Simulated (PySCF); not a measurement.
# [Tl(BH4)2]+ at several levels of theory

Computed with PySCF 2.14.0 (density fitting, no spin-orbit coupling) at the geometry relaxed with TPSS:

```xyz
11
[Tl(BH4)2]+ (singlet)
Tl    0.0000   -0.0001    0.6832
B     2.2689    0.0843    0.9959
H     3.1893   -0.1451   -0.0012
H     2.5423   -0.8490    1.7024
H     2.3850   -0.2086   -0.3345
H     2.5438    1.2274    1.2431
B    -2.2690   -0.0843    0.9959
H    -3.1898    0.1453   -0.0017
H    -2.5422    0.8489    1.7027
H    -2.3846    0.2086   -0.3346
H    -2.5438   -1.2273    1.2435
```

```
 level                                              basis    state  HOMO (eV)  gap (eV)  charge on Tl1 (e)  dipole about the centre of mass (D)  largest force component (eV/Å)
  TPSS     Tl def2-SVP with ECP60, B def2-SVP, H def2-SVP  singlet     -11.28      3.97               0.55                                 2.80                            0.01
r2SCAN                                           the same  singlet     -11.49      4.27               0.57                                 2.80                            0.28
    HF                                           the same  singlet     -13.96     10.00               0.65                                 3.13                            0.92
 B3LYP                                           the same  singlet     -11.96      5.00               0.53                                 2.84                            0.08
  TPSS  Tl def2-TZVP with ECP60, B def2-TZVP, H def2-TZVP  singlet     -11.26      3.94               0.69                                 2.72                            0.35
  TPSS          Tl x2c-SVPall, B x2c-SVPall, H x2c-SVPall  singlet     -11.28      3.98               0.78                                 2.83                            0.11
```

Charges are Mulliken's, which hang on the basis. The relaxation used the grid (50, 194), these runs (75, 302) or, all-electron (x2c bases, spin-free X2C Hamiltonian), (99, 590).

Task: What does revPBE with Tl def2-SVP with ECP60, B def2-SVP, H def2-SVP give here?

Result: state singlet, HOMO (eV) -11.26, gap (eV) 3.92, charge on Tl1 (e) 0.52, dipole about the centre of mass (D) 2.76, largest force component (eV/Å) 0.34. Time: 9.1 s on 2 threads of Intel(R) Xeon(R) Platinum 8259CL CPU @ 2.50GHz (Skylake/Cascade Lake), with other jobs on the host, from an already converged density.

In the first row's basis the gap widens with exact exchange: 3.9 to 4.3 eV for revPBE, TPSS, r2SCAN (none); 5.0 eV for B3LYP (a fixed share); 10.0 eV for Hartree–Fock (rising or full at long range).

On relaxing from the template, bonds within or between ligands changed, so the formula names the start rather than the bonding at the end. No frequency check is given that shows the relaxed geometry to be a minimum.
